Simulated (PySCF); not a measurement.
Species: CH10NSi3 (doublet state).
Cartesian coordinates in Å at the PBE0-D3(BJ)/def2-SVP level; atoms count from 1:
```
atom  x, y, z in Å
N1     3.211    0.798    0.072
Si2    1.777    0.215    0.867
Si3   -0.175    0.083   -0.455
C4    -1.657   -0.565    0.538
Si5   -3.230   -0.678   -0.491
H6     3.630    0.214   -0.645
H7     3.235    1.770   -0.218
H8     1.487    1.124    2.022
H9     2.066   -1.157    1.395
H10   -0.505    1.437   -1.011
H11    0.066   -0.818   -1.630
H12   -1.408   -1.561    0.941
H13   -1.828    0.102    1.400
H14   -3.050   -1.619   -1.644
H15   -3.629    0.670   -1.012
```

The hyperfine couplings belong to this conformer and change with its torsions.

Identity: `N[SiH2][SiH2]C[SiH2]` [radical].

Computed with UKS B3LYP, IGLO-III on C N Si, pcH-1 on H, non-relativistic, mean-field spin-orbit, GIAO in PySCF 2.14.0. Geometry: PBE0-D3(BJ)/def2-SVP, one conformer, isolated molecule. No stability test was run, so a lower SCF solution isn't excluded.

(1) Match the computed a_iso(29Si) values -492.2, -42.7, -27.0 MHz with the sites Si2; Si3; Si5.

Results:

(1) 
```
site  a_iso (MHz)  ρ(0) (bohr⁻³)                 position  distance from Si5 (Å)  spin population  largest |T| (MHz)
 Si2        -27.0        +0.0304         3 bonds from Si5                   5.26            +0.02                5.5
 Si3        -42.7        +0.0482         2 bonds from Si5                   3.15            +0.02                9.2
 Si5       -492.2        +0.5552  largest spin population                   0.00            +0.90              160.8
```

ρ(0) is the spin density at the nucleus and T the dipolar tensor; a_iso includes a spin–orbit part; entries for several nuclei are means. The largest Mulliken spin population is on Si5 (+0.90). The angles at Si5 add up to 331.2°, so it is pyramidal.
